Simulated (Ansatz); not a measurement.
```yaml
crystal:
  periodic: [false, false, false]
  atoms:
    - {symbol: Sn, position_ang: [0.109527, 0.592532, 0.298595]}
    - {symbol: C, position_ang: [0.259938, 0.636193, 2.492668]}
    - {symbol: C, position_ang: [0.979012, -0.586086, 3.068366]}
    - {symbol: H, position_ang: [-0.772037, 0.720218, 2.894086]}
    - {symbol: H, position_ang: [0.783030, 1.576495, 2.768576]}
    - {symbol: H, position_ang: [1.051795, -0.549139, 4.177556]}
    - {symbol: H, position_ang: [0.456019, -1.532213, 2.812049]}
    - {symbol: H, position_ang: [2.015501, -0.678370, 2.680801]}
    - {symbol: C, position_ang: [2.155464, 0.690862, -0.505223]}
    - {symbol: C, position_ang: [2.197445, 0.710779, -2.034656]}
    - {symbol: H, position_ang: [2.712589, -0.179915, -0.099727]}
    - {symbol: H, position_ang: [2.635091, 1.597064, -0.077754]}
    - {symbol: H, position_ang: [3.236078, 0.762773, -2.429066]}
    - {symbol: H, position_ang: [1.732290, -0.198015, -2.473032]}
    - {symbol: H, position_ang: [1.650812, 1.582582, -2.452461]}
    - {symbol: C, position_ang: [-0.901217, 2.426614, -0.376024]}
    - {symbol: C, position_ang: [-0.126345, 3.697575, -0.022063]}
    - {symbol: H, position_ang: [-1.916608, 2.433989, 0.073006]}
    - {symbol: H, position_ang: [-1.044696, 2.335367, -1.473377]}
    - {symbol: H, position_ang: [-0.643895, 4.617087, -0.374019]}
    - {symbol: H, position_ang: [0.013315, 3.806436, 1.074213]}
    - {symbol: H, position_ang: [0.886430, 3.704242, -0.477464]}
    - {symbol: Si, position_ang: [-1.046458, -1.585409, -0.518791]}
    - {symbol: C, position_ang: [-1.796979, -1.318690, -2.245168]}
    - {symbol: C, position_ang: [0.246472, -2.977169, -0.607710]}
    - {symbol: C, position_ang: [-2.422666, -2.089739, 0.692301]}
    - {symbol: H, position_ang: [-2.294484, -2.244513, -2.605288]}
    - {symbol: H, position_ang: [-1.017316, -1.041222, -2.984006]}
    - {symbol: H, position_ang: [-2.553628, -0.507572, -2.232329]}
    - {symbol: H, position_ang: [1.070401, -2.715095, -1.302929]}
    - {symbol: H, position_ang: [0.695286, -3.172719, 0.387803]}
    - {symbol: H, position_ang: [-0.215141, -3.922164, -0.965883]}
    - {symbol: H, position_ang: [-2.019051, -2.249728, 1.713258]}
    - {symbol: H, position_ang: [-3.207899, -1.308983, 0.758351]}
    - {symbol: H, position_ang: [-2.908076, -3.034088, 0.365322]}
basis:
  gaussian: {orbitals: def2-TZVP}
magnetization: {spin_polarized: true, initial_magnetization: 2}
hamiltonian: {xc: pbe0, dispersion: d4}
scf: {omitted_lower_state_checks: [starts]}
output: {orbitals: {seedname: orbitals}}
```

```sh
$ ansatz run in.yaml --threads 4 --pin off --events-out ev --progress --plain --max-ram 6963MiB
```

Problem. Does this run fit into the memory that it is given?

Solution. No. It has 510 basis functions, and Ansatz plans for 8 GiB where 7 GiB are given.
